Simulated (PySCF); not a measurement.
**What an electron can do to ZnF**

PBE0 in PySCF with def2-TZVPPD on every atom, for the lowest determinant that a PBE0 search found; no spin–orbit coupling.

```csv
species,state (unpaired electrons),Re (Å),ωe (cm⁻¹),energy of the minimum from the neutral (eV),De (eV),dissociates to
ZnF,doublet (σ ↑),1.788,597,0.00,3.03,Zn + F
ZnF⁺,singlet (closed shell),1.711,724,9.37,2.76,Zn⁺ + F
ZnF⁻,singlet (closed shell),1.937,398,-1.77,1.56,Zn + F⁻
```

Q: Work out the lowest energy to break ZnF into atoms, from its vibrational ground state.

A: D0 = De − ωe/2 = 3.03 − 0.04 = 2.99 eV (PBE0/def2-TZVPPD).

Q: Work out the ionisation energy of the Zn atom at this level and the threshold of dissociative ionisation.

A: IE(Zn) = 9.37 + 2.76 − 3.03 = 9.10 eV, so Zn⁺ + F + e⁻ appears at D0 + IE(Zn) = 12.09 eV (PBE0/def2-TZVPPD). The measured IE(Zn) is 9.394 eV (NIST ASD).

Q: Work out the electron affinity of the F atom and the threshold of dissociative attachment.

A: EA(F) = 3.03 − 1.56 − (-1.77) = 3.24 eV, so Zn + F⁻ needs D0 − EA(F) = -0.25 eV (negative: it is exothermic at zero electron energy) (PBE0/def2-TZVPPD). The measured EA(F) is 3.401 eV.

Q: At which energy does ion-pair formation open?

A: Zn⁺ + F⁻ lies at D0 + IE(Zn) − EA(F) = 8.85 eV (PBE0/def2-TZVPPD).

These are thermodynamic thresholds; the onsets seen under electron impact lie higher where the geometry changes, and cross-sections peak well above them.

For an ion De counts to the pair picked by the measured ionisation energies or electron affinities, which need not be the lowest pair at this level. The highest Kohn–Sham level is positive in this anion. Much of that is self-interaction error, but it also means that the finite basis helps to hold the extra electron. States were picked by a PBE0 search and need not be the measured ground states.
